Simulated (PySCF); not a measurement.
## Te(48+) (tellurium, charge +48): Hartree-Fock from Schrödinger to Dirac-Coulomb-Breit

Occupied: 1s1/2, 2s1/2. Hartree-Fock calculated with PySCF 2.14 in an uncontracted even-tempered set (16 s from 8.8 bohr⁻², ratio 2.7; 12 p from 11 bohr⁻², ratio 2.7), Gaussian nucleus throughout. NR is non-relativistic, sf-X2C the spin-free one-electron X2C Hamiltonian, X2C adds the bare one-electron spin-orbit term, X2C-SNSO screens it by Boettger's factors, DC is four-component Dirac-Coulomb, and the Gaunt and Breit terms are added at first order (total energies over the DC spinors, levels after relaxing the spinors in that mean field). QED terms are absent. Levels marked empty are virtual spinors of this ion.

```csv
Hamiltonian,E (hartree),E − E(DC) (hartree),CPU seconds
NR,-3298.9709,132.7659,0.31
sf-X2C,-3430.5878,1.1490,0.18
X2C,-3430.5878,1.1490,0.17
X2C-SNSO,-3430.5878,1.1490,0.17
DC,-3431.7368,0.0000,3.2
DC+Gaunt,-3429.3657,2.3711,5.4
DC+Breit,-3429.4140,2.3228,44
```

Problem. Give the 2p spin-orbit interval with each Hamiltonian that has one.

Solution. X2C 322.2; X2C-SNSO 309.2; DC 311.4; DC+Gaunt 306.2; DC+Breit 306.2 (eV).

| level (eV) | NR | sf-X2C | X2C | X2C-SNSO | DC | DC+Gaunt | DC+Breit |
| --- | --- | --- | --- | --- | --- | --- | --- |
| 1s1/2 | -35361.7 | -36674.1 | -36674.1 | -36674.1 | -36701.8 | -36644.9 | -36645.5 |
| 2s1/2 | -8433.7 | -8829.1 | -8829.1 | -8829.1 | -8832.1 | -8825.6 | -8826.2 |
| 2p1/2 (empty) | -8140.7 | -8291.1 | -8514.1 | -8504.8 | -8507.6 | -8495.6 | -8497.3 |
| 2p3/2 (empty) | -8140.7 | -8291.1 | -8192.0 | -8195.6 | -8196.2 | -8189.4 | -8191.1 |
| 3s1/2 (empty) | -3589.1 | -3723.1 | -3723.1 | -3723.1 | -3723.9 | -3722.0 | -3722.3 |

Weight of the small component: 1s1/2 0.0369, 2s1/2 0.00878, 2p1/2 0.00864, 2p3/2 0.00831, 3s1/2 0.00371.

Koopmans' value for the highest occupied level at DC+Breit: 8826.2 eV, against an ionisation energy of 8821 ± 4 eV (theoretical estimate listed by NIST; NIST Atomic Spectra Database, ionization energies); the former lacks relaxation, correlation, QED and recoil.

The whole ladder took 55 s of wall time on 1 thread of Neoverse-N1 (shared host), launched as `OMP_NUM_THREADS=1 python relrun2.py TASK.json OUT` (a driver that calls PySCF for each Hamiltonian).
